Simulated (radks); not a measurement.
Valence configurations of Ar3+ (all share [Ne]). Calculated with a radial shooting solver on a logarithmic mesh with Libxc functionals: non-relativistic Kohn-Sham, TPSS, spin-polarised, spherical densities, point nucleus; open shells are filled with parallel spins first; meta-GGA in the generalised Kohn-Sham scheme. Order these by energy: 3p5; 3s2 3p3; 3s0.5 3p4.5; 3s1 3p4; 3s1.5 3p3.5.

Answer. From the lowest, in eV above it: 3s2 3p3 0.000; 3s1.5 3p3.5 7.719; 3s1 3p4 15.421; 3s0.5 3p4.5 25.494; 3p5 34.618. NIST lists [Ne] 3s2 3p3 as the ground configuration; this level of theory agrees among the configurations tried. The energies are those of spherical high-spin densities, not of single terms.
